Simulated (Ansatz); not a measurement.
C₃H₅F₃O, SMILES `FCOCC(F)F`. Charge 0, multiplicity 1.

```csv
atom,x (Å),y (Å),z (Å)
F1,0.3760,-2.0797,-0.2129
C2,1.1963,-1.0363,-0.5791
O3,0.4692,-0.0019,-1.1108
C4,-0.0765,0.9276,-0.2062
C5,-1.2218,0.3869,0.6261
F6,-0.7556,-0.3015,1.6963
F7,-1.9314,1.4399,1.1091
H8,1.8590,-1.4048,-1.3638
H9,1.7504,-0.7317,0.3167
H10,0.6886,1.3201,0.4756
H11,-0.4619,1.7481,-0.8121
H12,-1.8923,-0.2667,0.0610
```

Question: Give the diagnostics of a CCSD(T)/def2-TZVPP run (frozen core, the Gaussian-basis code of Ansatz). (Best estimate.)

Answer: Ansatz gave: T1 = 0.0117, largest single amplitude 0.011, largest double 0.016, (T) share of the correlation energy 3.3 %, 9 CCSD cycles. The RHF solution is stable towards an unrestricted one. T1 lies under the customary mark of 0.02 for closed shells.
